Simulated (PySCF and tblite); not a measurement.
The numbers below are computed, except where a source is named.
C4H9BS2, numbered as in [CH3:1][C@H:2]1[S:3][BH:4][S:5][C@@H:6]1[CH3:7].

Free energies: PBE0-D3(BJ)/pcSseg-1 on GFN2-xTB structures plus GFN2-xTB thermal terms, symmetry and mirror images included. Conformers within 2.5 kcal/mol (GFN2-xTB free energy) were kept, 4 at most. Programs: PySCF with density fitting and tblite.

The 5-ring runs over atoms 2–3–4–5–6.

| conformer | shape | symmetry | dipole D |
| --- | --- | --- | --- |
| 1 | 5-ring twist (ring torsions 10, 10, -32, 42, -32°) | C2 | 2.46 |
| 2 | 5-ring twist (ring torsions -9, -9, 28, -37, 28°) | C2 | 2.71 |

Q: Which of these conformers is the most populated at 298.15 K, and with what share?

A: Conformer 1, about 86 %.

Q: Give the DFT energies and free energies relative to the lowest, and all weights.

A: 
| conformer | shape | E(DFT) kcal/mol | G(298.15 K) kcal/mol | weight % |
| --- | --- | --- | --- | --- |
| 1 | 5-ring twist (ring torsions 10, 10, -32, 42, -32°) | 0.00 | 0.00 | 86.0 |
| 2 | 5-ring twist (ring torsions -9, -9, 28, -37, 28°) | 1.28 | 1.08 | 14.0 |

Q: How does its share change from 250 K to 350 K?

A: From 90 % to 82 %; the mixing entropy goes from 0.64 to 0.94 cal/(mol K).


Conformer gaps in pcSseg-1 on xTB geometries can be 2 kcal/mol off for S=O, P=O and other polar bonds.